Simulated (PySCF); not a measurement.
Computed with PBE0 in PySCF with Mo def2-TZVP with ECP28, F def2-TZVP; scalar-relativistic core potentials, no spin–orbit coupling; density-fitted integrals.

Each entry is the lowest minimum that a search over a few typed start shapes (and spin states, where more than one is plausible) found, or that minimum re-optimised at the stated level; isomers with ligand–ligand bonds, or fragments after loss of a ligand pair, can lie lower. Open shells are unrestricted.

MoF₃ is a quartet of D3h symmetry with Mo–F 1.850 Å (×3); F–Mo–F 120.0° (×3). Its wavenumbers are 152, 168 (×2), 677, 705 (×2) cm⁻¹.

Task: What changes when one electron is removed, giving MoF₃⁺?

Result: It costs 9.56 eV between the minima (9.56 eV with zero-point energy). MoF₃⁺ is a triplet of C2v symmetry with Mo–F 1.758 Å, Mo–F 1.780 Å (×2); F–Mo–F 105.8°, F–Mo–F 127.1° (×2); wavenumbers 71, 72, 197, 734, 789, 846 cm⁻¹.

Other spin states or occupations of the open shell can lie lower.
